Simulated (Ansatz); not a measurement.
```tsv
atom	x (Å)	y (Å)	z (Å)
S	-0.0019	0.0096	-0.4986
O	-0.0055	-0.0002	0.9929
```

Basis set: STO-3G (spherical functions). Left uncorrelated: 6 orbitals. Charge 0, multiplicity 3.

Computed with Ansatz (development build ahead of 0.2.0); each method stands on the lowest determinant of its kind that the runs found.

(1) Give the atomization energy at this shape (free ground-state atoms in the same class of orbitals less the molecule, no zero-point energy) of triplet SO by UHF-MP2, UHF.

Results:

(1)

```tsv
method	atomization energy
UHF-MP2	2.26 eV
UHF	0.70 eV
```

This basis has no polarisation functions and is too small for such energies, which can lie far from measured ones in either direction.
